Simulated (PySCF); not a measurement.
# Polarisability and C₆ of Re (rhenium, neutral)

[Xe] 4f14 5d5 6s2, high-spin 6S determinant. All numbers are calculated (PySCF 2.14, a scalar-relativistic core potential, in aug-cc-pVTZ-PP with ECP60MDF (6s6p5d3f2g, 88 functions)). Coupled (time-dependent) response in atomic units; α is the mean over directions.

| method | mean α (bohr³) | C₆ (like pair) | S(−4) |
| --- | --- | --- | --- |
| UHF | 95.67 | 1118 | 8092 |
| PBE | 65.79 | 768.9 | 1886 |
| PBE0 | 68.83 | 807.5 | 2180 |

S(−4) is the Cauchy moment in α(ω) = α(0) + S(−4) ω² + …

Reference α: 62 ± 3 bohr³ (recommended; Schwerdtfeger and Nagle, table of static dipole polarizabilities (2023 update)). Published C₆: 663.0 (Gould and Bucko (2016)).

Hartree-Fock lies above the reference because it lacks correlation, which contracts the outer shell.

α(iu) at UHF:

```csv
u (hartree),α(iu) (bohr³)
0,95.67
0.0500,81.47
0.100,62.85
0.200,38.89
0.300,26.17
0.500,14.76
0.750,9.106
1.00,6.376
1.50,3.744
2.00,2.491
3.00,1.331
5.00,0.5545
```

A single London oscillator, α(iu) = α/(1 + u²/ω²), gives C₆ = (3/4) ω α². Matching the computed C₆ needs ω = 4 × 1118 / (3 × 95.67²) = 0.163 hartree.

Energies and moments cover only the electrons outside the core potential. Spin-orbit coupling, which splits the p, d and f shells strongly at this Z, is absent.
